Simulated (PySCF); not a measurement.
# ReS₂⁺, triplet: computed properties

Method: UPBE0/[Re def2-SVP with ECP60, S def2-SVP], scalar-relativistic core potentials, density fitting, no spin–orbit coupling, PySCF.

The structure is a minimum.

```xyz
3
charge 1 multiplicity 3, angstrom
Re    0.0000    0.0000   -0.3007
S     1.6978    0.0000    0.8805
S    -1.6978    0.0000    0.8805
```

```
Point group                                                                   : C2v
Bond lengths                                                                  : Re–S 2.068 Å (×2)
Bond angles                                                                   : S–Re–S 110.3°
Rotational constants                                                          : 0.2536, 0.09146, 0.06721 cm⁻¹
Highest occupied level (α)                                                    : -12.81 eV
Entropy at 298.15 K and 1 bar (electronic part: spin only)                    : 304.8 J/(mol K)
Dipole moment about the centre of mass                                        : 1.49 D
Lowest empty level (α)                                                        : -10.19 eV
Rotational symmetry number                                                    : 2
Principal quadrupole moments (Buckingham, traceless) about the centre of mass : -5.91, 1.59, 4.33 D Å
Zero-point energy                                                             : 8.1 kJ/mol
Principal polarisabilities                                                    : 39.7, 48.4, 101.1 bohr³
Heat capacity Cp at 298.15 K                                                  : 50.0 J/(mol K)
Spin squared ⟨S²⟩                                                             : 2.045
Enthalpy at 298.15 K above 0 K                                                : 12.29 kJ/mol
```

Harmonic modes (masses in u: Re 186.956, S 31.972):
| symmetry | ω (cm⁻¹) | IR (km/mol) |
| --- | --- | --- |
| a1 | 201 | 0.3 |
| b2 | 569 | 34.7 |
| a1 | 585 | 0.5 |

In C2v the vibrations span 2a1 + b2. Here b1 is antisymmetric to the molecular plane and b2 lies in it.

Charges (e):
```json
{"atom": "Re1", "Mulliken": "0.72", "Löwdin": "-0.06", "polar tensor": "1.23", "spin (Mulliken)": "2.13", "Mayer order to Re1": "–"}
{"atom": "S2,3", "Mulliken": "0.14", "Löwdin": "0.53", "polar tensor": "-0.12", "spin (Mulliken)": "-0.06", "Mayer order to Re1": "2.29"}
```
Other Mayer orders above 0.3: S–S 0.45.

Mulliken populations on Re1 (electrons outside its core potential): s 2.63, p 6.22, d 5.39, f 0.05.

Outer orbital energies (eV). α occupied: -17.03, -16.74, -16.16, -16.07, -16.06, -14.51, -13.54, -12.81; empty: -10.19, -9.78, -8.34, -6.57. β occupied: -26.01, -25.52, -16.67, -16.42, -15.76, -15.46, -14.75, -13.69; empty: -9.61, -9.53, -9.40, -8.99.

Formally Re is in oxidation state +5, d2, with 2 unpaired electrons (the high-spin count). The Mulliken spin on Re is 2.13. The polar-tensor charge on Re, 1.23, is far below the formal one.

Only a few start shapes were tried, so a lower isomer may exist. With open d or f shells other occupations or spin states may lie lower. With an element this heavy the missing spin–orbit coupling can shift these numbers.

The final relaxation and frequency run took of the order of 50 core-seconds on a shared host.
